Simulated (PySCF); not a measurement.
Gas-phase reaction: WF5OH + F + W2O6 ⇌ 3 WO2F2 + OH

Method: PySCF energies plus ideal-gas RRHO corrections (1 bar). † marks an energy on the PBE0/def2-TZVP geometry and frequencies; other levels use their own. Open shells (unrestricted): F (multiplicity 2, electronic degeneracy 6), OH (multiplicity 2, electronic degeneracy 4); the rest are closed-shell singlets. Spin-orbit splitting is ignored; it lowers the true energy and changes the entropy of F, OH. B3LYP is the form with VWN-RPA correlation. W: scalar-relativistic def2 core potential, no spin-orbit coupling. WF5OH, W2O6, WO2F2: computed as isolated molecules; such fragments, hydroxides, amides, oligomers or adducts are transient or little studied in the gas. The harmonic model lacks anharmonicity and excited electronic states, which grow with temperature; levels with a mode under 35 cm⁻¹ are left out. Soft modes under 120 cm⁻¹ make the harmonic entropy rough for WF5OH, W2O6.

```json
[
 {"level": "B3LYP/def2-TZVP†", "ΔE electronic, kJ": "-178", "ΔH°(298 K), kJ": "-187", "ΔS°(298 K), J/K": "193", "ΔG°(2500 K), kJ": "-595"},
 {"level": "BLYP/def2-TZVP†", "ΔE electronic, kJ": "-206", "ΔH°(298 K), kJ": "-215", "ΔS°(298 K), J/K": "193", "ΔG°(2500 K), kJ": "-623"},
 {"level": "M06-2X/def2-TZVP†", "ΔE electronic, kJ": "-135", "ΔH°(298 K), kJ": "-143", "ΔS°(298 K), J/K": "193", "ΔG°(2500 K), kJ": "-552"},
 {"level": "PBE/def2-SVP", "ΔE electronic, kJ": "-164", "ΔH°(298 K), kJ": "-173", "ΔS°(298 K), J/K": "181", "ΔG°(2500 K), kJ": "-551"},
 {"level": "PBE/def2-TZVP†", "ΔE electronic, kJ": "-173", "ΔH°(298 K), kJ": "-182", "ΔS°(298 K), J/K": "193", "ΔG°(2500 K), kJ": "-590"},
 {"level": "PBE0/def2-QZVP†", "ΔE electronic, kJ": "-156", "ΔH°(298 K), kJ": "-165", "ΔS°(298 K), J/K": "193", "ΔG°(2500 K), kJ": "-573"},
 {"level": "PBE0/def2-SVP†", "ΔE electronic, kJ": "-148", "ΔH°(298 K), kJ": "-157", "ΔS°(298 K), J/K": "193", "ΔG°(2500 K), kJ": "-565"},
 {"level": "PBE0/def2-TZVP", "ΔE electronic, kJ": "-150", "ΔH°(298 K), kJ": "-159", "ΔS°(298 K), J/K": "193", "ΔG°(2500 K), kJ": "-567"},
 {"level": "LDA/def2-TZVP†", "ΔE electronic, kJ": "-81", "ΔH°(298 K), kJ": "-90", "ΔS°(298 K), J/K": "193", "ΔG°(2500 K), kJ": "-499"},
 {"level": "ωB97M-V/def2-TZVP†", "ΔE electronic, kJ": "-129", "ΔH°(298 K), kJ": "-138", "ΔS°(298 K), J/K": "193", "ΔG°(2500 K), kJ": "-547"},
 {"level": "ωB97X-V/def2-TZVP†", "ΔE electronic, kJ": "-137", "ΔH°(298 K), kJ": "-146", "ΔS°(298 K), J/K": "193", "ΔG°(2500 K), kJ": "-555"}
]
```
ΔH° is lowest at BLYP/def2-TZVP† and highest at LDA/def2-TZVP†. No reference value is set beside these.
